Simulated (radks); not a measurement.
The numbers below are computed, except where a source is named.
The nuclear charge of the copper ion Cu2+ is varied continuously with 27 electrons held in [Ar] 3d9. Level of theory: non-relativistic Kohn-Sham, BLYP, spin-polarised, spherical densities, point nucleus; open shells are filled with parallel spins first (a radial shooting solver on a logarithmic mesh with Libxc functionals). By the Hellmann-Feynman theorem dE/dZ = E(electron-nucleus)/Z, the electronic potential at the nucleus.

| Z | E (hartree) | E(electron-nucleus)/Z (hartree) | HOMO | e(HOMO) (eV) | <r> HOMO (bohr) |
|---|---|---|---|---|---|
| 28.5 | -1573.08721 | -131.449 | 3d | -20.372 | 0.9949 |
| 28.75 | -1606.13809 | -132.958 | 3d | -24.701 | 0.9586 |
| 29 | -1639.56572 | -134.463 | 3d | -29.317 | 0.9260 |
| 29.25 | -1673.36935 | -135.966 | 3d | -34.207 | 0.8964 |
| 29.5 | -1707.54832 | -137.466 | 3d | -39.363 | 0.8695 |
| 29.75 | -1742.10206 | -138.964 | 3d | -44.775 | 0.8447 |
| 30 | -1777.03008 | -140.460 | 3d | -50.437 | 0.8218 |

The central difference of E at Z = 29 is -134.463 hartree, to compare with the third column; the second derivative is -6.02 hartree.
